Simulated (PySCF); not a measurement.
A structure optimised at ωB97X-D3(BJ)/def2-SVP, used in a PySCF frequency run:

```
C
C 1 1.3474
H 2 1.0927 1 122.25
H 2 1.0940 3 117.22 1 -178.92
C 1 1.4722 2 120.03 3 -175.01
C 5 1.3468 1 121.81 2 167.64
H 6 1.0937 5 120.34 1 -178.00
H 5 1.0941 6 120.73 7 -0.80
C 6 1.4628 7 118.93 5 -179.07
C 9 1.3468 6 120.72 7 -177.11
H 9 1.0937 10 120.34 6 -179.06
H 10 1.0941 9 120.73 11 -0.80
C 10 1.4722 12 117.40 9 177.32
C 13 1.3474 10 120.03 12 -9.65
H 14 1.0927 13 122.25 10 -175.01
H 14 1.0940 15 117.22 13 -178.92
```
Charge 0, spin multiplicity 1.

### Question
Write its SMILES, formula and point group.

### Answer
C=c1ccccc1=C, C8H8, C2

### Question
What are its rotational constants (standard atomic weights)?

### Answer
3.1510, 2.3664, 1.3682 GHz
